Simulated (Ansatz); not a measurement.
System: sum formula BNH, net charge 0, doublet state. It need not be the lowest isomer of its formula. 
Geometry from a B3LYP-D3(BJ)/def2-TZVP (Ansatz, a program for electronic structure) optimisation:
```xyz
3

B      0.0000     0.0000    -0.8356
N      0.0000     0.0000     0.3981
H      0.0000     0.0000     1.3912
```
Charge 0, spin multiplicity 2.

Property: atomisation energy (electronic, to ground-state atoms), in kcal/mol. Correlated levels leave the core frozen unless marked. Open shells are spin-unrestricted. Spin-orbit coupling is left out. Non-relativistic. FCI takes restricted orbitals. The coupled-cluster limit lacks core correlation, which all-electron functionals hold. Basis-set limits of correlation are two-point, X^-3; Hartree-Fock from the larger set.

```tsv
level	program	atomisation energy (kcal/mol)
PBE-D3(BJ)/def2-TZVPD	Ansatz + dftd3	251.6
BLYP-D3(BJ)/def2-TZVPD	Ansatz + dftd3	246.2
SCS-MP2/cc-pVDZ	Ansatz	212.2
SCS-MP2/aug-cc-pVTZ	Ansatz	233.0
FCI/STO-3G	Ansatz	219.9
CCSD(T)/CBS(aug-cc-pVTZ,aug-cc-pVQZ)	Ansatz	?
```

Problem. Complete the blanks.

Solution. 
- CCSD(T)/CBS(aug-cc-pVTZ,aug-cc-pVQZ), atomisation energy (kcal/mol): 235.5
